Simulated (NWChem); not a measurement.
BaCl₂; SMILES [Cl][Ba][Cl]

```xyz
3

Ba     0.0000     0.0000     0.4959
Cl     2.4226     0.0000    -0.8167
Cl    -2.4226     0.0000    -0.8167
```
Atoms are numbered in this order, from 1.

Structure relaxed at the PBE-D3(BJ)/def2-SVP level. def2 effective core potentials on Ba; no spin-orbit coupling.

Symmetry labels are those of C2v in the frame above (b1 and b2, or b-type labels, depend on it).

Problem. List the 6 lowest vertical singlet excitations and the 6 lowest triplet ones from Hartree-Fock/def2-SVP with def2 effective core potentials on Ba, TDHF (NWChem).

Solution. 
```json
[
 {"state": "S1", "energy (eV)": "6.09", "oscillator strength": "0.002", "symmetry": "b1", "leading excitation (squared amplitude)": "HOMO → LUMO (0.83)"},
 {"state": "S2", "energy (eV)": "6.28", "oscillator strength": "0.095", "symmetry": "b2", "leading excitation (squared amplitude)": "HOMO−1 → LUMO (0.81)"},
 {"state": "S3", "energy (eV)": "6.32", "oscillator strength": "0.028", "symmetry": "a1", "leading excitation (squared amplitude)": "HOMO−2 → LUMO (0.81)"},
 {"state": "S4", "energy (eV)": "6.37", "oscillator strength": "0.000", "symmetry": "a2", "leading excitation (squared amplitude)": "HOMO−3 → LUMO (0.79)"},
 {"state": "S5", "energy (eV)": "6.44", "oscillator strength": "0.036", "symmetry": "b1", "leading excitation (squared amplitude)": "HOMO−4 → LUMO (0.78)"},
 {"state": "S6", "energy (eV)": "6.74", "oscillator strength": "0.035", "symmetry": "a1", "leading excitation (squared amplitude)": "HOMO−5 → LUMO (0.71)"},
 {"state": "T1", "energy (eV)": "5.98", "oscillator strength": "spin-forbidden", "symmetry": "b1", "leading excitation (squared amplitude)": "HOMO → LUMO (0.79)"},
 {"state": "T2", "energy (eV)": "6.13", "oscillator strength": "spin-forbidden", "symmetry": "b2", "leading excitation (squared amplitude)": "HOMO−1 → LUMO (0.74)"},
 {"state": "T3", "energy (eV)": "6.19", "oscillator strength": "spin-forbidden", "symmetry": "a1", "leading excitation (squared amplitude)": "HOMO−2 → LUMO (0.75)"},
 {"state": "T4", "energy (eV)": "6.22", "oscillator strength": "spin-forbidden", "symmetry": "a2", "leading excitation (squared amplitude)": "HOMO−3 → LUMO (0.72)"},
 {"state": "T5", "energy (eV)": "6.32", "oscillator strength": "spin-forbidden", "symmetry": "b1", "leading excitation (squared amplitude)": "HOMO−4 → LUMO (0.76)"},
 {"state": "T6", "energy (eV)": "6.57", "oscillator strength": "spin-forbidden", "symmetry": "a1", "leading excitation (squared amplitude)": "HOMO−5 → LUMO (0.57)"}
]
```
